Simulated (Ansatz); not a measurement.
Two isomers of CH8BNSi: A = `BCN[SiH3]`, B = `B[SiH2]CN`.

Gas-phase electronic energies from Ansatz, PBE0-D4/def2-TZVP geometries. CCSD(T)/CBS adds triple-zeta CCSD(T) − MP2 to the extrapolated MP2 energy (def2 sets, frozen cores). Functionals use def2-TZVPP. B3LYP here is the variant with VWN-RPA as its local correlation; programs differ in this. Each species was taken in one conformer, which may not be the lowest.

Question: Which isomer does CCSD(T)/CBS put lower? Give the gap. (Best estimate.)

Answer: Computed: A, by 20.3 kcal/mol.

Question: Give E(B) − E(A) in kcal/mol with CCSD(T)/def2-TZVPP, ωB97M-V, B3LYP-D4, PBE0-D4, B2PLYP, CCSD/def2-TZVPP, HF/def2-TZVPP. (Estimate.)

Answer: Computed: CCSD(T)/def2-TZVPP 20.0, ωB97M-V 21.6, B3LYP-D4 21.3, PBE0-D4 19.1, B2PLYP 21.6, CCSD/def2-TZVPP 20.3, HF/def2-TZVPP 23.2. None reverses the order clearly.

Question: Does the order hold for the free energy at 298.15 K (harmonic terms from PBE0-D4)? (An estimate is asked.)

Answer: Ansatz gave: Yes: G(B) − G(A) = +22.0 kcal/mol, for one conformer each.

Largest T1 diagnostic: 0.011.

In def2-TZVPP, CCSD(T) changes the Hartree–Fock value by −3.2 kcal/mol (the triples alone add −0.3 kcal/mol) and MP2 by −1.2 kcal/mol. Leaving LDA and LC-ωPBE aside and taking each functional with its dispersion term where it has one, the values, not all of them listed here, spread over 4.4 kcal/mol, from revPBE-D4 to CAM-B3LYP-D4. LDA lies +2.7 kcal/mol from PBE without D4.
